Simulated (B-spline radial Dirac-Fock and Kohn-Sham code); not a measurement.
**Core-hole lifetimes of Hf**

System: neutral hafnium in the configuration [Xe] 4f14 5d2 6s2.

The run's input, task.json:

```json
{"items": [{
  "Z": 72,
  "q": 0,
  "cfg": [[1, 0, 2], [2, 0, 2], [2, 1, 6], [3, 0, 2], [3, 1, 6], [3, 2, 10], [4, 0, 2], [4, 1, 6], [4, 2, 10], [4, 3, 14], [5, 0, 2], [5, 1, 6], [5, 2, 2], [6, 0, 2]],
  "A": 180,
  "rrms": 5.347,
  "do": ["binding", "quiet", "decay"],
  "holes": ["K", "L1", "L2", "L3", "M1", "M2", "M3", "M4", "M5", "N1", "N2", "N3", "N4", "N5", "N6", "N7"]
}]}
```

Command: `python xray_run.py task.json out`

Level of theory: independent-particle rates on relativistic LDA orbitals of the hole state (multipoles up to L = 3, Coulomb Auger matrix elements, transition energies from Dirac-Fock); a radial B-spline solver.

Partial widths are in eV. Coster-Kronig decay leaves a hole in the same principal shell; its rates are the weakest part of the model, often 1.5 to 2.5 times too large and more for N holes. Holes without an open Auger channel, or with an unreliable SCF state, are not listed.

| hole | radiative | Auger | Coster-Kronig | total | fluorescence yield | lifetime (fs) | recommended width | tabulated yield |
| --- | --- | --- | --- | --- | --- | --- | --- | --- |
| 1s | 33.3 | 1.53 | 0 | 34.8 | 0.956 | 0.0189 | 35.9 | 0.951 |
| 2s | 0.712 | 1.87 | 2.99 | 5.57 | 0.128 | 0.118 | 5.70 | 0.141 |
| 2p1/2 | 1.21 | 2.75 | 0.660 | 4.62 | 0.262 | 0.142 | 4.57 | 0.246 |
| 2p3/2 | 1.09 | 3.46 | 0 | 4.55 | 0.240 | 0.145 | 4.55 | 0.231 |
| 3s | 0.0247 | 0.951 | 16.5 | 17.5 | 0.00141 | 0.0376 | 14.2 | – |
| 3p1/2 | 0.0258 | 1.04 | 10.5 | 11.6 | 0.00223 | 0.0568 | 7.50 | – |
| 3p3/2 | 0.0268 | 1.24 | 8.74 | 10.0 | 0.00268 | 0.0658 | 5.60 | – |
| 3d3/2 | 0.0297 | 1.59 | 0.756 | 2.37 | 0.0125 | 0.277 | 1.52 | – |
| 3d5/2 | 0.0281 | 1.65 | 0 | 1.67 | 0.0168 | 0.393 | 1.52 | – |
| 4s | 0.000758 | 0.0895 | 13.9 | 14.0 | 5.40e-05 | 0.0469 | 6.80 | – |
| 4p1/2 | 0.00139 | 0.0862 | 13.0 | 13.0 | 0.000107 | 0.0505 | 5.60 | – |
| 4p3/2 | 0.000902 | 0.0921 | 9.88 | 9.97 | 9.05e-05 | 0.0660 | 3.85 | – |
| 4d3/2 | 0.00117 | 0.0859 | 6.88 | 6.96 | 0.000168 | 0.0945 | 3.90 | – |
| 4d5/2 | 0.00105 | 0.0980 | 6.64 | 6.74 | 0.000155 | 0.0977 | 3.50 | – |
| 4f5/2 | 5.12e-08 | 0.0251 | 0 | 0.0251 | 2.04e-06 | 26.2 | 0.0700 | – |
| 4f7/2 | 4.09e-08 | 0.0254 | 0 | 0.0254 | 1.61e-06 | 25.9 | 0.0300 | – |

Recommended widths: Campbell and Papp, At. Data Nucl. Data Tables 77, 1 (2001); yields: xraylib tables; both refer to the element in its standard state. The computed width differs most for N6 (4f5/2), where it is 0.36 times the recommended value. Rates with slow emitted electrons, as in Coster-Kronig decay, are the weakest part of an independent-particle model: such widths often come out 1.5 to 2.5 times too large, more for N holes, and a channel near threshold can open or close.
